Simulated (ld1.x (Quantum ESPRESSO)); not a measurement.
**What one change does to a pseudopotential (iron, TM)**

```
Element                 : iron
Generator               : ld1.x (Quantum ESPRESSO) 7.5
Type                    : norm-conserving Troullier–Martins (Kleinman–Bylander form)
Functional              : PBEsol
Relativity              : scalar-relativistic
Frozen core             : [Ne] 3s2
Valence charge          : 14
Reference configuration : 3p6 3d6 4s2 4p0
Partial waves           : 3p (bound): rc 1.30 bohr; 3d (bound): rc 1.00 bohr; 4s (bound): rc 2.25 bohr
Local potential         : the s channel
Core correction         : none
```

Change: core correction a·sin(br)/r model core inside 0.98 bohr.

Cutoffs: the cutoffs (Ry, on a coarse ladder) from which the occupation-weighted sum of valence levels, in a spherical-Bessel basis at the reference potential, stays within 10 and 1 mRy of its value at 400 Ry; they do not see the model core or the augmentation charge, which bear on the density cutoff. Errors are all-electron minus pseudo energies relative to the spin-unpolarised reference configuration.

Q: Predict the effect on cutoff, ghosts and configuration errors.

A: The potential gets neither clearly harder nor softer (200 Ry and 300 Ry → 200 Ry and 300 Ry); the number of tests that count goes from 6 to 7; of the 6 tests that both files solve, the error grows in 2 and shrinks in 0 by more than 15 % and 0.3 meV (median size 423.4 → 440.2 meV); neither file shows a bound ghost at the reference potential, the only one tested. A model core, the more so a compact one, raises the density cutoff, which this test does not measure.

| quantity | base | changed |
| --- | --- | --- |
| cutoff, loose | 200 Ry | 200 Ry |
| cutoff, tight | 300 Ry | 300 Ry |
| bound ghosts | none | none |
| tests counted (converged, no solver errors) | 6 of 7 | 7 of 7 |
| error for 3p6 3d6 4s0 4p0, meV [ΔE 24.86 eV] | -43 | -51 |
| error for 3p6 3d5 4s0 4p0, meV [ΔE 59.05 eV] | -213 | -245 |
| error for 3p6 3d6 4s0 4p2, meV [ΔE 8.49 eV] | -1534 | -1538 |
| error for 3p6 3d7 4s1 4p0, meV [ΔE -0.80 eV] | -196 | -199 |
| error for 3p6 3d6 4s1 4p1, meV [ΔE 4.13 eV] | -634 | -635 |
| error for 3p6 3d6 4s0 4p1, meV [ΔE 13.82 eV] | -1146 | -1150 |
| s: phases at 2.46 bohr within 0.05 rad from the reference energy up to (Ry; the scan ends near 5) | 3.0 | 3.0 |
| p: phases at 2.46 bohr within 0.05 rad from the reference energy up to (Ry; the scan ends near 5) | -1.1 | -1.1 |
| d: phases at 2.46 bohr within 0.05 rad from the reference energy up to (Ry; the scan ends near 5) | 0.5 | 0.5 |

Base: Tests not counted: 3p6 3d6 4s1 4p0 (pseudo-atom not self-consistent, printed error -51 meV). These tests converged, but a pseudo level misses the all-electron one widely, so the file describes the atom poorly there or has found another state: 3p6 3d5 4s0 4p0: empty 4p by 2.9 eV. ld1.x printed “convergence not achieved” for 2 of the counted tests; their residual had stalled under 1e-8, short of the target of 1e-14. Changed file: These tests converged, but a pseudo level misses the all-electron one widely, so the file describes the atom poorly there or has found another state: 3p6 3d5 4s0 4p0: empty 4p by 2.9 eV.
